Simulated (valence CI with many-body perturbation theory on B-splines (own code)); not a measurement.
**Yb63+: electric-dipole lines**

Method: valence CI with perturbative core correlation (CI+MBPT): five valence electrons over a frozen Dirac-Fock core [He], radial functions for each j: 11 s, 11 p, 10 d, 8 f, 5 g, 2 h, with the one-electron correlation potential Σ1 (screened to all orders), the two-electron term Σ2, the three-electron term Σ3, Breit, model QED; selected single and double excitations, second order for the rest, scaled by the run's own slope (own B-spline code, finite nucleus).

No measured spectrum was set against this ion. As an estimate, large intervals hold to a few tenths of a per cent, small ones and those within an open d or f shell to about a per cent. Among the levels kept, up to 7400 cm⁻¹ of a level comes from second order outside the variational space, and about a tenth of that is noise between levels of different J, which matters for small intervals.

Lines 1 to 50 of 600 in falling wavelength, among levels below 824.35 Ry, chosen from the strongest by gf and those to the six lowest levels. Wavelengths and rates use the calculated energies. Electric multipoles are in the length gauge, E1 and E2 with the static RPA response of the core. Weak lines are less certain than strong ones. Lines between different terms over intervals too small for the method are left out, as are lines whose strength nearly cancels. The highest levels of a list are the least certain.

Levels are named by their leading jj configuration (3d3/2^4 stands for four electrons in 3d with j = 3/2), which in mixed levels can hold well under half, so a name can repeat and another be missing. Letters in brackets count levels of one name in rising energy.

| λ vac (Å) | Upper | Lower | A (s⁻¹) | log gf | Branch % |
| --- | --- | --- | --- | --- | --- |
| 161.0 | (2s 2p1/2 2p3/2^2 3p1/2) J=7/2 | (2s 2p1/2 2p3/2^2 3s) J=5/2 [b] | 2.60e+09 | -1.09 | 0.0 |
| 124.9 | (2s 2p1/2 2p3/2^2 3p1/2) J=3/2 [a] | (2s 2p1/2 2p3/2^2 3s) J=5/2 [a] | 8.58e+09 | -1.10 | 0.0 |
| 120.6 | (2s 2p1/2 2p3/2^2 3p1/2) J=7/2 | (2s 2p1/2 2p3/2^2 3s) J=7/2 | 5.36e+09 | -1.03 | 0.0 |
| 117.6 | (2s^2 2p3/2^2 3p1/2) J=5/2 | (2s^2 2p3/2^2 3s) J=3/2 | 6.76e+09 | -1.08 | 0.2 |
| 116.7 | (2s 2p1/2^2 2p3/2 3p1/2) J=3/2 [a] | (2s 2p1/2^2 2p3/2 3s) J=5/2 | 1.06e+10 | -1.06 | 0.0 |
| 115.6 | (2s 2p1/2^2 2p3/2 3p1/2) J=5/2 | (2s 2p1/2^2 2p3/2 3s) J=5/2 | 6.96e+09 | -1.08 | 0.0 |
| 109.9 | (2s^2 2p3/2^2 3p1/2) J=3/2 | (2s^2 2p3/2^2 3s) J=5/2 | 1.25e+10 | -1.04 | 0.3 |
| 107.4 | (2s^2 2p3/2^2 3p1/2) J=5/2 | (2s^2 2p3/2^2 3s) J=5/2 | 7.91e+09 | -1.09 | 0.3 |
| 92.98 | (2s^2 2p1/2 2p3/2 3p1/2) J=3/2 [b] | (2s^2 2p1/2 2p3/2 3s) J=5/2 | 1.70e+10 | -1.06 | 0.5 |
| 90.75 | (2s 2p1/2 2p3/2^2 3p1/2) J=5/2 [b] | (2s 2p1/2 2p3/2^2 3s) J=7/2 | 1.99e+10 | -0.83 | 0.0 |
| 73.78 | (2s^2 2p3/2^2 3d5/2) J=5/2 [a] | (2s^2 2p3/2^2 3p3/2) J=3/2 [a] | 1.79e+10 | -1.06 | 0.0 |
| 73.31 | (2s 2p1/2 2p3/2^2 3d5/2) J=5/2 [f] | (2s 2p1/2 2p3/2^2 3p3/2) J=3/2 [f] | 3.13e+10 | -0.82 | 0.0 |
| 73.18 | (2s 2p1/2^2 2p3/2 3d5/2) J=5/2 [a] | (2s 2p1/2^2 2p3/2 3p3/2) J=5/2 [a] | 1.75e+10 | -1.07 | 0.0 |
| 72.94 | (2s 2p1/2 2p3/2^2 3d5/2) J=7/2 [b] | (2s 2p1/2 2p3/2^2 3p3/2) J=5/2 [b] | 2.24e+10 | -0.84 | 0.0 |
| 72.90 | (2s^2 2p1/2^2 4d3/2) J=3/2 | (2s^2 2p1/2^2 4p1/2) J=1/2 | 1.74e+11 | -0.26 | 0.1 |
| 72.16 | (2s 2p1/2^2 2p3/2 3d5/2) J=9/2 | (2s 2p1/2^2 2p3/2 3p3/2) J=7/2 | 5.35e+10 | -0.38 | 43.9 |
| 72.02 | (2s 2p1/2 2p3/2^2 3d5/2) J=7/2 [e] | (2s 2p1/2 2p3/2^2 3p3/2) J=5/2 [e] | 4.31e+10 | -0.57 | 0.0 |
| 71.54 | (2s 2p1/2 2p3/2^2 3d5/2) J=11/2 | (2s 2p1/2 2p3/2^2 3p3/2) J=9/2 | 5.44e+10 | -0.30 | 3.7 |
| 71.39 | (2s 2p1/2 2p3/2^2 3d5/2) J=9/2 [a] | (2s 2p1/2 2p3/2^2 3p3/2) J=7/2 [a] | 5.18e+10 | -0.40 | 2.5 |
| 71.38 | (2s 2p1/2 2p3/2^2 3d5/2) J=5/2 [a] | (2s 2p1/2 2p3/2^2 3p3/2) J=3/2 [a] | 2.00e+10 | -1.04 | 0.0 |
| 71.35 | (2s 2p1/2^2 2p3/2 3d5/2) J=3/2 [b] | (2s 2p1/2^2 2p3/2 3p3/2) J=1/2 [b] | 3.76e+10 | -0.94 | 0.0 |
| 71.14 | (2s^2 2p3/2^2 3d5/2) J=7/2 | (2s^2 2p3/2^2 3p3/2) J=5/2 | 3.48e+10 | -0.68 | 1.4 |
| 71.10 | (2s 2p1/2 2p3/2^2 3d5/2) J=7/2 [c] | (2s 2p1/2 2p3/2^2 3p3/2) J=5/2 [c] | 4.54e+10 | -0.56 | 0.1 |
| 71.02 | (2s^2 2p1/2 2p3/2 3d5/2) J=7/2 [a] | (2s^2 2p1/2 2p3/2 3p3/2) J=5/2 [a] | 4.54e+10 | -0.56 | 0.1 |
| 71.00 | (2s 2p1/2 2p3/2^2 3d5/2) J=3/2 [d] | (2s 2p1/2 2p3/2^2 3p3/2) J=1/2 [c] | 3.02e+10 | -1.04 | 0.0 |
| 70.79 | (2s 2p1/2 2p3/2^2 3d5/2) J=9/2 [b] | (2s 2p1/2 2p3/2^2 3p3/2) J=7/2 [b] | 4.26e+10 | -0.49 | 1.0 |
| 70.68 | (2s^2 2p1/2 2p3/2 3d5/2) J=5/2 [b] | (2s^2 2p1/2 2p3/2 3p3/2) J=3/2 [b] | 2.71e+10 | -0.91 | 0.0 |
| 70.53 | (2s^2 2p3/2^2 3d5/2) J=9/2 | (2s^2 2p3/2^2 3p3/2) J=7/2 | 4.67e+10 | -0.46 | 28.0 |
| 70.44 | (2s 2p1/2 2p3/2^2 3d5/2) J=5/2 [d] | (2s 2p1/2 2p3/2^2 3p3/2) J=3/2 [d] | 3.89e+10 | -0.76 | 0.0 |
| 70.37 | (2s 2p1/2^2 2p3/2 3d5/2) J=7/2 [a] | (2s 2p1/2^2 2p3/2 3p3/2) J=5/2 [a] | 4.67e+10 | -0.56 | 0.0 |
| 70.30 | (2s^2 2p1/2^2 4p3/2) J=3/2 | (2s^2 2p1/2^2 4s) J=1/2 | 2.29e+11 | -0.17 | 0.5 |
| 70.26 | (2s^2 2p3/2^2 3d5/2) J=5/2 [b] | (2s^2 2p3/2^2 3p3/2) J=3/2 [b] | 4.54e+10 | -0.70 | 0.0 |
| 70.16 | (2s 2p1/2^2 2p3/2 3d5/2) J=5/2 [b] | (2s 2p1/2^2 2p3/2 3p3/2) J=3/2 [b] | 4.75e+10 | -0.68 | 0.0 |
| 70.15 | (2s^2 2p1/2 2p3/2 3d5/2) J=7/2 [b] | (2s^2 2p1/2 2p3/2 3p3/2) J=5/2 [b] | 4.29e+10 | -0.60 | 0.0 |
| 70.10 | (2s 2p1/2 2p3/2^2 3d5/2) J=9/2 [b] | (2s 2p1/2 2p3/2^2 3p3/2) J=9/2 | 1.19e+10 | -1.06 | 0.3 |
| 69.89 | (2s 2p1/2 2p3/2^2 3d5/2) J=7/2 [d] | (2s 2p1/2 2p3/2^2 3p3/2) J=5/2 [d] | 4.50e+10 | -0.58 | 0.1 |
| 69.53 | (2s 2p1/2^2 2p3/2 3d5/2) J=7/2 [b] | (2s 2p1/2^2 2p3/2 3p3/2) J=5/2 [b] | 5.75e+10 | -0.48 | 0.0 |
| 69.20 | (2s^2 2p1/2 2p3/2 3d5/2) J=9/2 | (2s^2 2p1/2 2p3/2 3p3/2) J=7/2 | 5.62e+10 | -0.39 | 49.7 |
| 68.99 | (2s 2p1/2 2p3/2^2 3d5/2) J=5/2 [c] | (2s 2p1/2 2p3/2^2 3p3/2) J=3/2 [c] | 5.43e+10 | -0.63 | 0.0 |
| 68.80 | (2s^2 2p1/2^2 3d5/2) J=5/2 | (2s^2 2p1/2^2 3p3/2) J=3/2 | 5.78e+10 | -0.61 | 0.0 |
| 68.78 | (2s 2p1/2 2p3/2^2 3d5/2) J=9/2 [c] | (2s 2p1/2 2p3/2^2 3p3/2) J=7/2 [c] | 5.88e+10 | -0.38 | 0.4 |
| 68.49 | (2s 2p1/2 2p3/2^2 3d5/2) J=5/2 [b] | (2s 2p1/2 2p3/2^2 3p3/2) J=5/2 [b] | 2.39e+10 | -1.00 | 0.0 |
| 68.08 | (2s 2p1/2 2p3/2^2 3d5/2) J=5/2 [e] | (2s 2p1/2 2p3/2^2 3p3/2) J=3/2 [e] | 4.23e+10 | -0.75 | 0.0 |
| 67.56 | (2s 2p1/2 2p3/2^2 3d5/2) J=7/2 [a] | (2s 2p1/2 2p3/2^2 3p3/2) J=5/2 [a] | 2.58e+10 | -0.85 | 0.1 |
| 66.49 | (2s 2p1/2^2 2p3/2 3d5/2) J=5/2 [a] | (2s 2p1/2^2 2p3/2 3p3/2) J=3/2 [a] | 3.85e+10 | -0.82 | 0.0 |
| 66.44 | (2s^2 2p1/2 2p3/2 3d5/2) J=5/2 [a] | (2s^2 2p1/2 2p3/2 3p3/2) J=3/2 [a] | 4.31e+10 | -0.77 | 0.0 |
| 66.11 | (2s^2 2p1/2 2p3/2 3d5/2) J=3/2 [a] | (2s^2 2p1/2 2p3/2 3p3/2) J=1/2 [a] | 3.38e+10 | -1.05 | 0.0 |
| 62.24 | (2s 2p1/2 2p3/2^2 3d5/2) J=3/2 [c] | (2s 2p1/2 2p3/2^2 3p3/2) J=1/2 [b] | 3.93e+10 | -1.04 | 0.0 |
| 60.22 | (2s 2p1/2^2 2p3/2 3d5/2) J=3/2 [a] | (2s 2p1/2^2 2p3/2 3p3/2) J=3/2 [a] | 3.64e+10 | -1.10 | 0.0 |
| 59.56 | (2s 2p1/2 2p3/2^2 3d5/2) J=7/2 [b] | (2s 2p1/2 2p3/2^2 3p3/2) J=7/2 [b] | 3.04e+10 | -0.89 | 0.0 |
